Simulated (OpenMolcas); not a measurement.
A calculation on O2+.

```
Program             : OpenMolcas 26.06
Method              : MS-CASPT2, IPEA 0.25 Eh, imaginary shift 0.1 Eh (closed shells correlated: 1s)
Basis               : ANO-RCC-VTZP [4s3p2d1f]
Scalar Hamiltonian  : DKH2, point nucleus
Active space        : 4 electrons in 4 orbitals (2s 2p)
State averaging     : 2S+1 = 3 even, 6 roots; 2S+1 = 1 even, 11 roots kept (CI in the orbitals of an earlier block); 2S+1 = 5 odd, 1 root; 2S+1 = 3 odd, 9 roots kept (CI in the orbitals of an earlier block); 2S+1 = 1 odd, 8 roots kept (CI in the orbitals of an earlier block)
Spin-orbit coupling : state interaction with AMFI integrals over the reference wave functions, term energies averaged over their components
```

Question: Which level of the active space comes out lowest?

Answer: 2s² 2p² ³P₀, with 100 % of that term; it is also the measured ground level.

Question: How high does 2s 2p³ ³D°₃ lie?

Answer: 118930 cm⁻¹ above the lowest level.

Question: How high does 2s² 2p² ¹D₂ lie?

Answer: 20570 cm⁻¹ above the lowest level; measured 20273 cm⁻¹ above the ground level, so the calculation is off by +1 %.

Question: How high does 2s² 2p² ³P₂ lie?

Answer: 313 cm⁻¹ above the lowest level.

Measured values: Moore, Selected Tables of Atomic Spectra, NSRDS-NBS 3, section 11.

CASPT2 does not keep the components of a term degenerate, so their means are used; among the terms shown or strongly mixed into the levels shown the widest spread is 400 cm-1 (2s 2p³ ³D°). Terms from blocks run as CI alone lack orbitals of their own. Measured partners are found by configuration, term and J. A level has none where our copy of the source lacks it or the pairing is in doubt (some pairs that miss far off the trend of their configuration count as doubtful), and it then counts in no deviation. Only configurations of the active space appear.

° marks odd parity.
